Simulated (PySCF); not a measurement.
# Computed properties of Si(H)(OH)(SeH)2 (H4OSe2Si), SMILES [SeH][SiH]([SeH])O

Si(H)(OH)(SeH)2 (H4OSe2Si), SMILES [SeH][SiH]([SeH])O. Coordinates come from a r2SCAN-D4/def2-SVP optimisation. The structure was generated by enumeration, and PubChem lists no compound with its InChIKey, so it may never have been made. One conformer was computed; it need not be the lowest. All values are computed for the isolated molecule unless a solvent is named; none is compared with measurement here.

**Structure.** All 18 harmonic modes at r2SCAN-D4/def2-SVP (PySCF) are real, so it is a minimum. With heavy atoms numbered as in [SiH:1]([OH:2])([SeH:3])[SeH:4], the shortest bond between them is Si1–O2 at 1.660 Å and the longest Si1–Se4 at 2.289 Å.

**Vibrations.** The strongest infrared lines (harmonic, unscaled, degenerate partners summed) lie at 874 cm⁻¹ (305 km/mol, H 64 %, Si 19 %, O 17 %), 759 cm⁻¹ (168 km/mol, H 89 %), 439 cm⁻¹ (123 km/mol, Si 67 %, Se 16 %, H 14 %). The softest mode is at 98 cm⁻¹ and the zero-point energy is 25.1 kcal/mol.

**Electronic structure.** ωB97X/def2-TZVP (PySCF) places the frontier levels at -9.56 and 1.54 eV, a gap of 11.10 eV, and gives a dipole moment of 0.74 D and a mean polarisability of 80.4 bohr³. PBE/def2-TZVP (PySCF) at the same geometry gives -6.14 and -1.35 eV, so its gap is 6.31 eV narrower. An orbital gap is neither the optical nor the fundamental gap.

**Excitations.** TDDFT-ωB97X/def2-SVPD (PySCF) has S1 at 5.35 eV (232 nm, f = 0.000, dark); the most intense of the 10 singlets computed lies at 6.27 eV (f = 0.08). T1 (TDA) is at 5.01 eV. TDDFT-PBE/def2-SVPD (PySCF) puts S1 at 4.78 eV. No vertical singlet excitation falls in the visible range (under 3.1 eV).

**NMR.** GIAO shifts at B3LYP/pcSseg-1 (PySCF) (non-relativistic, atoms alike by connectivity averaged): ¹H from 1.4 to 6.5 ppm against TMS; ²⁹Si at 24.4 ppm against TMS.
